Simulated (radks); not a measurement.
Values are calculated unless marked as measured or tabulated.
Removal energies from the thallium ion Tl8+, [Xe] 4f14 5d(3/2: 4, 5/2: 1), by Delta-SCF beside the eigenvalue of the level emptied. Code: a radial shooting solver on a logarithmic mesh with Libxc functionals. Model: Dirac Kohn-Sham, relativistic LDA (MacDonald-Vosko exchange, VWN5 correlation), spin-unpolarised, spherical densities, finite nucleus; Fermi nuclear charge, rms radius of each element as measured or else 0.836 A^(1/3) + 0.57 fm. Sub-shells are occupied by j as written (lower j first in brackets).

5d5/2: final configuration [Xe] 4f14 5d(3/2: 4, 5/2: 0); Delta-SCF (eV) 135.94; -eigenvalue (eV) 126.65
5d3/2: final configuration [Xe] 4f14 5d(3/2: 3, 5/2: 1); Delta-SCF (eV) 139.25; -eigenvalue (eV) 129.78
5p3/2: final configuration [Kr] 4d10 4f14 5s2 5p(1/2: 2, 3/2: 3) 5d(3/2: 4, 5/2: 1); Delta-SCF (eV) 199.50; -eigenvalue (eV) 188.82
5p1/2: final configuration [Kr] 4d10 4f14 5s2 5p(1/2: 1, 3/2: 4) 5d(3/2: 4, 5/2: 1); Delta-SCF (eV) 222.08; -eigenvalue (eV) 210.73
